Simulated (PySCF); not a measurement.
## CoF3: what the settings change

The complex CoF3 (charge 0) contains Co(III), shell d6. The structure is a PBE0-D3(BJ)/def2-TZVP geometry optimised for multiplicity 5; coordination trigonal planar, point group D3h, metal–donor distances 1.72 Å.

```
4

Co    0.0000    0.0000    0.0000
F     1.7188    0.0000    0.0000
F    -0.8594    1.4886    0.0000
F    -0.8594   -1.4886    0.0000
```

Method (PySCF 2.14, density fitting): CASSCF(6,5) with orbitals averaged over all microstates of the shell, strongly contracted NEVPT2 on the averaged canonical orbitals; basis x2c-TZVPall on the metal, x2c-SVPall elsewhere; spin-free X2C; gas phase; spin-orbit coupling by state interaction with the mean-field operator over all roots.

Base run: NEVPT2 ground state 5A1', next 5E'' at 3433, then 3E' at 17055 cm⁻¹, B(CASSCF) 1178, ζ 530 cm⁻¹, D 16.24 cm⁻¹, g 1.996 2.201 2.201, μeff(300 K) 5.30 μB.

What happens with the basis x2c-TZVPall on all atoms?

NEVPT2 ground state 5A1', next 5E'' at 3355, then 3E' at 17008 cm⁻¹, B(CASSCF) 1179, ζ 530 cm⁻¹, D 16.50 cm⁻¹, g 1.996 2.205 2.205, μeff(300 K) 5.31 μB. It took 6.3 s against 6.5 s on a shared host of the same kind.

What happens with orbitals averaged over the highest spin alone?

NEVPT2 ground state 5A1', next 5E'' at 2861, then 5E' at 17781 cm⁻¹, B(CASSCF) 1230, ζ 550 cm⁻¹, D 19.90 cm⁻¹, g 1.993 2.248 2.248, μeff(300 K) 5.39 μB.

No frequencies were computed for the optimised geometry. NEVPT2 lifts 5E' from 13898 to 19083 cm⁻¹; on the d shell alone such lifts tend to overshoot. NEVPT2 on the d shell alone tends to put d–d bands too high for such charged or covalently bound ions.
